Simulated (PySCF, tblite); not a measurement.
Isomers of C4H9ClO2Si2, one GFN2-xTB conformer each. Single-point energies are computed at PBE0/pcSseg-1 (PySCF, gas phase, no added dispersion term), electronic only.

```json
{"SMILES": "O=CO[C@@H]1[SiH2][SiH2]C[C@H]1Cl", "GFN2-xTB relative energy (kJ/mol)": "0.0"}
{"SMILES": "O=C(O)/C=C/[C@H](Cl)[SiH2][SiH3]", "GFN2-xTB relative energy (kJ/mol)": "53.1"}
```

Conformers: `[O:1]=[CH:2][O:3][C@@H:4]1[SiH2:5][SiH2:6][CH2:7][C@H:8]1[Cl:9]` with O1–C2–O3–C4 3°, C2–O3–C4–Si5 -33°, O3–C4–Si5–Si6 -147°, C4–Si5–Si6–C7 -2°, Si5–Si6–C7–C8 28°, Si6–C7–C8–Cl9 -175°; `[O:1]=[C:2]([OH:3])/[CH:4]=[CH:5]/[C@H:6]([Cl:7])[SiH2:8][SiH3:9]` with O1–C2–O3–H 0°, O1–C2–C4–C5 2°, C4–C5–C6–Cl7 -147°, C5–C6–Si8–Si9 172°.

Q: What does PBE0/pcSseg-1 give for the same structures?

A: 
| SMILES | PBE0/pcSseg-1 E (Eh) | PBE0/pcSseg-1 (kJ/mol) | GFN2-xTB (kJ/mol) | point group |
| --- | --- | --- | --- | --- |
| O=CO[C@@H]1[SiH2][SiH2]C[C@H]1Cl | -1346.66286 | 0.0 | 0.0 | C1 |
| O=C(O)/C=C/[C@H](Cl)[SiH2][SiH3] | -1346.65172 | 29.3 | 53.1 | C1 |

Both levels put the same isomer lowest. As drawn, the higher has an O–H bond and a C=C bond outside aromatic rings, which the lower lacks.

Q: Which frontier levels, dipoles and rotational constants go with these structures?

A: 
```csv
SMILES,"HOMO (eV, PBE0/pcSseg-1)",LUMO (eV),dipole (D),"A, B, C (MHz)"
O=CO[C@@H]1[SiH2][SiH2]C[C@H]1Cl,-7.69,-0.44,0.75,"1088, 970.6, 531.7"
O=C(O)/C=C/[C@H](Cl)[SiH2][SiH3],-7.73,-1.78,2.62,"1957, 385.5, 345.6"
```

Q: What happens when harmonic zero-point energies from GFN2-xTB frequencies are added?

A: 
```csv
SMILES,ZPE (kJ/mol),electronic (kJ/mol),with ZPE (kJ/mol)
O=CO[C@@H]1[SiH2][SiH2]C[C@H]1Cl,313.7,0.0,0.0
O=C(O)/C=C/[C@H](Cl)[SiH2][SiH3],297.3,29.3,12.9
```

The zero-point energies span 16.4 kJ/mol. The order is unchanged.
